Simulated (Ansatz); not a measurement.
Ideal-gas functions of FGeH4In, SMILES `[F][GeH2][InH2]` at 298.15 K and 1 bar, from an Ansatz frequency run at PBE0-D4/def2-TZVP.

Molar mass 210.46 g/mol, point group Cs (symmetry number 1), electronic degeneracy 1, moments of inertia 47.056, 414.634, 455.394 u Å². Harmonic wavenumbers (cm⁻¹, unscaled): 70, 112, 207, 317, 330, 506, 587, 668, 671, 764, 861, 1807, 1828, 2110, 2121.

Use S(trans) = R[1.5 ln M + 2.5 ln T − 1.1517]; rotational temperatures θ = 24.2544 K / I; S(rot) = R[ln(√π/σ · √(T³/θAθBθC)) + 1.5]; for each mode x = 1.438777 ν̃/T, S = R[x/(eˣ − 1) − ln(1 − e⁻ˣ)] and H = RT x/(eˣ − 1); 1 cm⁻¹ = 0.0119627 kJ/mol; R = 8.31446 J/(mol·K).

**Question.** By hand: the entropy, in J/(mol·K).

**Answer.** Translation 175.6. Rotation: θ = 0.5154, 0.0585, 0.0533 K, giving 115.0. Vibration, mode by mode: 17.38, 13.53, 8.66, 5.55, 5.27, 2.69, 1.98, 1.45, 1.43, 1.00, 0.68, 0.01, 0.01, 0.00, 0.00, in all 59.7. Electronic 0.0. Sum 350.3 J/(mol·K).

**Question.** By hand: H − E and G − E in kJ/mol, counted from the electronic energy.

**Answer.** Zero-point energy ½ × 12959 × 0.0119627 = 77.5; thermal vibration 9.5; translation, rotation and pV give 4 RT = 9.9. H − E = 96.9 kJ/mol, and G − E = 96.9 − 298.15 × 350.3/1000 = -7.5 kJ/mol.

Vibration gives 17 % of the entropy, 30.9 J/(mol·K) of it from the modes under 150 cm⁻¹: soft modes count most, and the harmonic formula is weakest for them.
